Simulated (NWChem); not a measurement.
System: C₂H₈InN; SMILES [CH3][In]([CH3])[NH2]

NWChem input:

```
start job
memory heap 200 mb stack 900 mb global 1100 mb
geometry units angstroms noautoz
  In    -0.074770     0.016634     0.000000
  C     -0.955606    -0.022113    -1.991817
  H     -1.574247    -0.932249    -2.117479
  H     -1.605466     0.862940    -2.137700
  H     -0.158622    -0.016717    -2.759755
  C     -0.955606    -0.022113     1.991817
  H     -1.574247    -0.932249     2.117479
  H     -0.158622    -0.016717     2.759755
  H     -1.605466     0.862940     2.137700
  N      1.974414     0.034788     0.000000
  H      2.550331     0.125476     0.840065
  H      2.550331     0.125476    -0.840065
end
basis spherical
  * library def2-svpd
end
ecp
  In library def2-ecp
end
dft
  xc xpbe96 cpbe96
  iterations 150
  mulliken
end
task dft energy
```

Coordinates come from a PBE-D3(BJ)/def2-SVP optimisation. No frequency run checked for a minimum. def2 effective core potentials on In; no spin-orbit coupling.

Q: Give the results of this calculation. (PBE/def2-SVPD with def2 effective core potentials on In.) Quantities: basis functions; energy (Ha); highest occupied level (eV); orbital gap (eV); dipole (D).

A: number of basis functions: 156
energy (Ha): -325.63
highest occupied level (eV): -5.28
orbital gap (eV): 4.09
dipole (D): 0.43
